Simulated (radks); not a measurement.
Problem. The mean radii <r> (bohr) of the occupied orbitals of an atom or ion are listed with their occupations. Method: Dirac Kohn-Sham, LDA (Slater exchange, Perdew-Zunger correlation), spin-unpolarised, spherical densities, point nucleus; computed with a radial shooting solver on a logarithmic mesh with Libxc functionals.

| orbital | occ. | <r> |
|---|---|---|
| 1s1/2 | 2 | 0.02844 |
| 2s1/2 | 2 | 0.1223 |
| 2p1/2 | 2 | 0.1033 |
| 2p3/2 | 4 | 0.1088 |
| 3s1/2 | 2 | 0.3308 |
| 3p1/2 | 2 | 0.3212 |
| 3p3/2 | 4 | 0.3326 |
| 3d3/2 | 4 | 0.3035 |
| 3d5/2 | 6 | 0.3071 |
| 4s1/2 | 2 | 0.7903 |
| 4p1/2 | 2 | 0.8314 |
| 4p3/2 | 4 | 0.8609 |
| 4d3/2 | 4 | 1.014 |
| 4d5/2 | 6 | 1.027 |
| 5s1/2 | 2 | 2.013 |

Name the element and its charge. Open shells, if any, fill j = l - 1/2 first.

Solution. Z = 51, antimony, charge +3: Sb3+ in [Kr] 4d10 5s2. The 1s radius gives Z: for a bare nucleus <r> = (2 gamma + 1)/(2Z) with gamma = sqrt(1 - (Z/c)^2), 0.028 bohr for Z = 51, and screening makes it slightly larger (0.02844 here). The occupations add up to 48, and the charge is Z minus that.
